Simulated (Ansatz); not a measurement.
Compare A (`BCO[SiH3]`) with its isomer B (`C[SiH2]BO`).

Gas-phase electronic energies from Ansatz, PBE0-D4/def2-TZVP geometries. CCSD(T)/CBS is the MP2 limit (def2-TZVPP, def2-QZVPP) plus CCSD(T) − MP2 in def2-TZVPP, frozen cores. DFT in def2-TZVPP. B3LYP here is the variant with VWN-RPA as its local correlation; programs differ in this. One conformer a species, not always the lowest.

A:

Z-matrix (Å, degrees):
```
C
O 1 1.414
B 1 1.547 2 115.4
H 1 1.106 2 111.1 3 122.6
H 1 1.106 2 111.1 3 -122.6
Si 2 1.643 1 121.8 3 -179.8
H 3 1.197 1 117.4 2 180.0
H 3 1.194 1 122.2 2 -0.0
H 6 1.491 2 110.8 1 59.7
H 6 1.481 2 106.7 1 179.9
H 6 1.491 2 110.8 1 -59.9
```

B:

```xyz
11

C     1.6422    0.3005    0.3002
Si    0.0758   -0.6861    0.6076
B    -1.5163   -0.0515   -0.4742
O    -1.3595    1.0071   -1.3030
H     1.9324    0.2414   -0.7512
H     1.4855    1.3539    0.5431
H     2.4715   -0.0708    0.9057
H     0.3132   -2.1298    0.3004
H    -0.2861   -0.6303    2.0572
H    -2.5986   -0.5812   -0.4064
H    -2.1602    1.2467   -1.7791
```

Which isomer does CCSD(T)/CBS put lower? Give the gap. (Best estimate.)

Ansatz gave: B, by 30.9 kcal/mol.

Give E(B) − E(A) in kcal/mol with B2PLYP, CCSD/def2-TZVPP, B3LYP, PBE-D4, HF/def2-TZVPP, ωB97M-V, B3LYP-D4. (Best estimate.)

Ansatz gave: B2PLYP -29.7, CCSD/def2-TZVPP -29.9, B3LYP -29.5, PBE-D4 -34.3, HF/def2-TZVPP -23.5, ωB97M-V -30.0, B3LYP-D4 -29.6. None reverses the order clearly.

Does the order hold for the free energy at 298.15 K (harmonic terms from PBE0-D4)? (Estimate.)

Computed: Yes: G(B) − G(A) = -28.3 kcal/mol, for one conformer each. Modes under 60 cm⁻¹, often nearly free rotors, make the harmonic entropy too high.

Largest T1 diagnostic: 0.013.

In def2-TZVPP, CCSD(T) changes the Hartree–Fock value by −7.4 kcal/mol (the triples alone add −1.0 kcal/mol) and MP2 by −7.2 kcal/mol. Leaving LDA and LC-ωPBE aside and taking each functional with its dispersion term where it has one, the values, not all of them listed here, spread over 6.6 kcal/mol, from PBE-D4 to BHLYP-D4.
